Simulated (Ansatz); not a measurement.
C$_{2}$H$_{7}$BTe. Total charge 0; spin multiplicity 1. Te: def2 effective core potential. The bonds changed during the relaxation, so this is another structure than the one it started from. The geometry is a stationary point of PBE0-D4/def2-TZVP.

```xyz
11

B    -0.865   -0.465    0.968
C    -0.087    0.401   -0.046
C     1.416    0.482   -0.070
Te   -0.829   -1.268   -1.315
H    -2.007   -0.221    1.226
H    -0.256   -1.284    1.601
H    -0.577    1.282   -0.457
H     1.816    0.778   -1.041
H     1.875   -0.463    0.227
H     1.729    1.233    0.665
H    -2.214   -0.474   -1.758
```

What is the dipole moment at r2SCAN/def2-TZVPP? (Estimate.)

Ansatz gave: 1.93 D, with components (0.72, 0.74, -1.63) D in this frame, pointing from negative to positive charge.

And with PBE, B3LYP, ωB97M-V? (Best estimate.)

The calculation gave: PBE 1.98 D, B3LYP 1.86 D, ωB97M-V 1.84 D.

Give the Mulliken charges with r2SCAN, ωB97M-V, PBE in def2-TZVPP. (Estimate.)

Ansatz gave: 
```csv
atom,r2SCAN,ωB97M-V,PBE
B1,-0.27,-0.41,-0.33
C2,0.00,-0.14,-0.05
C3,-0.13,-0.28,-0.24
Te4,0.15,0.17,0.18
H5,0.00,0.08,0.02
H6,-0.01,0.08,0.02
H7,0.10,0.16,0.13
H8,0.06,0.13,0.10
H9,0.05,0.11,0.09
H10,0.06,0.11,0.10
H11,-0.02,0.00,-0.02
```

B3LYP here is the variant with VWN-RPA as its local correlation; programs differ in this.
